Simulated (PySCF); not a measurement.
PySCF input for Cd(I)2 cation (CdI₂), SMILES [I][Cd][I] (connectivity only; charge and spin as stated), charge +1, multiplicity 2, B3LYP-D3(BJ)/def2-SVP. Geometry optimised at B3LYP-D3(BJ)/def2-SVP. The multiplicity is an assumed one; other spin states were not compared. The isomer is the one that the SMILES or the coordinates give; other isomers of the formula were not compared. The def2 effective core potentials stand for the cores of Cd, I; spin–orbit coupling is left out.

```python
import numpy as np
from pyscf import gto, scf, dft, df
from pyscf.hessian import thermo

mol = gto.M(
    atom='''
    Cd    0.00000000    0.00000000    0.00000000
    I     0.00000000    0.00000000   -2.64530066
    I     0.00000000    0.00000000    2.64530066
    ''',
    basis='def2-SVP',
    ecp={'Cd': 'def2-svp', 'I': 'def2-svp'},
    charge=1,
    spin=1,
    max_memory=1600,
    verbose=3,
)
mf = dft.UKS(mol, xc='b3lyp').density_fit(auxbasis='def2-universal-jkfit')
mf.disp = 'd3bj'
mf.grids.level = 3
mf.conv_tol = 1e-11
mf.max_cycle = 100
mf.kernel()
fine, coarse = mf.grids, dft.Grids(mol).set(level=1).build(with_non0tab=True)
for _ in range(3):  # follow internal instabilities
    mf.grids = coarse
    mo, _, stable, _ = mf.stability(return_status=True, nroots=4)
    mf.grids = fine
    if stable:
        break
    mf.kernel(mf.make_rdm1(mo, mf.mo_occ))

# [left out here: the lines that compute and print the analytic Hessian (its translational invariance restored by hand, since the grid's response is missing), thermochemistry and intensities]
```

Log of the run:

```

WARN: HOMO -1.6748667419283 >= LUMO -1.67486674192831

converged SCF energy = -763.147123345493  <S^2> = 0.75402127  2S+1 = 2.0040172
<class 'pyscf.df.df_jk.DFUKS'> wavefunction is stable in the internal stability analysis

WARN: DFTD3 does not support analytical Hessian, using finite difference


WARN: Mole.unit (angstrom) is changed to Bohr

Mode                                 0                   1                   2
Irrep
Freq [cm^-1]                       42.0715             43.8201            133.5612
Reduced mass [au]                 116.4972            116.4972            126.9045
Force const [Dyne/A]                0.1215              0.1318              1.3338
Char temp [K]                      60.5315             63.0473            192.1648
Normal mode                   x     y     z       x     y     z       x     y     z
       0  Cd                 0.04 -0.07  0.00    0.07  0.04  0.00   -0.00  0.00 -0.00
       1   I                -0.02  0.03 -0.00   -0.03 -0.02  0.00    0.00 -0.00 -0.06
       2   I                -0.02  0.03  0.00   -0.03 -0.02 -0.00    0.00 -0.00  0.06
Mode                                 3
Irrep
Freq [cm^-1]                      221.0403
Reduced mass [au]                 116.4972
Force const [Dyne/A]                3.3536
Char temp [K]                     318.0278
Normal mode                   x     y     z
       0  Cd                -0.00  0.00  0.08
       1   I                 0.00 -0.00 -0.03
       2   I                 0.00 -0.00 -0.03
temperature 298.1500 [K]
pressure 101325.00 [Pa]
Rotational constants [GHz] inf 0.28455 0.28455
Symmetry number 2
Zero-point energy (ZPE) 0.00100 [Eh]   2634.734 [J/mol]
                           tot       elec      trans        rot        vib
Entropy [J/mol/K]       336.859      5.763    182.369     85.622     63.104
Cv [J/mol/K]             52.957      0.000     12.472      8.314     32.171
Cp [J/mol/K]             61.272      0.000     20.786      8.314     32.171
Internal energy [J/mol]                      3718.434   2478.956  10249.495
Internal energy [Eh]   -763.14086  -763.14712
Enthalpy [J/mol]                             6197.391   2478.956  10249.495
Enthalpy [Eh]          -763.13991
Gibbs free energy [J/mol]                  -48175.995 -23049.344  -8564.918
Gibbs free energy [Eh] -763.17817
mode   freq/cm-1   IR/(km/mol)
   1       42.07         1.716
   2       43.82         1.490
   3      133.56         0.000
   4      221.04        29.741
max |gradient| / (hartree/bohr): 1.736412856058532e-05
APT charges: [0.0315 0.4842 0.4842]
```

Self-consistency was reached.

Cost: very roughly 110 core-seconds.
